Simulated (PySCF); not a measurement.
Coordinates in bohr (charge 0 multiplicity 1):
```
Ta   -0.9837    0.0000   -0.6156
O    -2.6146    2.5931    0.4951
O    -2.6146   -2.5931    0.4951
Br    3.3132    0.0000    1.2067
```

These are results of PBE0 in PySCF with Ta def2-SVP with ECP60, O def2-SVP, Br def2-SVP; scalar-relativistic core potentials, no spin–orbit coupling; density-fitted integrals, not measurements.

This geometry of TaO2Br is a stationary point at this level.

(1) What is the point group?

(2) Is it a minimum?

(3) List the harmonic modes with their infrared intensities.

(4) Give the atomic charges and bond orders.

(5) What is the atomisation energy, with and without zero-point energy?

Answers

(1) Cs.

(2) Yes: all harmonic wavenumbers are real.

(3) 
| symmetry | ω (cm⁻¹) | IR (km/mol) |
| --- | --- | --- |
| a' | 141 | 28.5 |
| a'' | 156 | 0.3 |
| a' | 262 | 31.5 |
| a' | 354 | 13.0 |
| a'' | 962 | 189 |
| a' | 1015 | 95.8 |

(4) 
```
atom  Mulliken  Löwdin  polar tensor  Mayer order to Ta1
 Ta1      0.97    0.16          1.98                   –
O2,3     -0.34   -0.13         -0.76                2.25
 Br4     -0.30    0.11         -0.47                1.10
```

(5) 1790 kJ/mol without, 1773 kJ/mol with.

Other isomers or separated fragments may lie lower. Spin–orbit coupling, left out here, can matter for elements this heavy.
